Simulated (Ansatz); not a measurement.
A calculation with Ansatz (development build ahead of 0.2.0).

```yaml
crystal:
  periodic: [false, false, false]
  atoms:
    - { symbol: H, position_ang: [0.5867, -0.01928, 0.04037] }
    - { symbol: H, position_ang: [-0.26085, 0.51451, 0.00701] }
    - { symbol: H, position_ang: [-0.27352, -0.56511, 0.03889] }
basis:
  gaussian: { orbitals: "6-31G" }
total_charge: 1
hamiltonian:
  xc: hf
```

The input is written out in the form of the current development build from the run's settings.

Results

```
Converged                       : yes
Total energy                    : -1.25024 hartree
Spin squared of the determinant : 0.000
```

Caution: stretched shape with no unrestricted run beside it, a lower state can exist.
